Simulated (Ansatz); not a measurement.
Species: bromogermane, sum formula GeH3Br, net charge 0, singlet state. SMILES: [GeH3][Br]
Geometry from a B3LYP-D3(BJ)/def2-TZVP (Ansatz, a first-principles code) optimisation:
```
Ge
H 1 1.5327
H 1 1.5327 2 111.72
H 1 1.5327 2 111.72 3 -125.97
Br 1 2.3318 2 107.12 4 -117.01
```

Quantity: vertical ionisation energy (to the doublet state of charge +1; each state is the SCF solution reached for its spin; the molecule has degenerate orbitals, so one determinant may break the symmetry), in eV. Valence correlation only, unless marked. Open shells are spin-unrestricted. No spin-orbit coupling. The frozen core is the preceding noble-gas configuration, with the filled d and f shells of earlier blocks. No relativistic terms. CBS marks a two-point X^-3 extrapolation of the correlation energy; Hartree-Fock from the larger set.

```csv
level,program,vertical ionisation energy (eV)
SCS-MP2/aug-cc-pVDZ,Ansatz,10.63
SCS-MP2/def2-SVPD,Ansatz,10.63
CCSD/aug-cc-pVQZ,Ansatz,?
"CCSD(T)/CBS(aug-cc-pVTZ,aug-cc-pVQZ)",Ansatz,?
```

Q: Fill in the missing entries.

A: 
- CCSD/aug-cc-pVQZ, vertical ionisation energy (eV): 10.73
- CCSD(T)/CBS(aug-cc-pVTZ,aug-cc-pVQZ), vertical ionisation energy (eV): 10.86
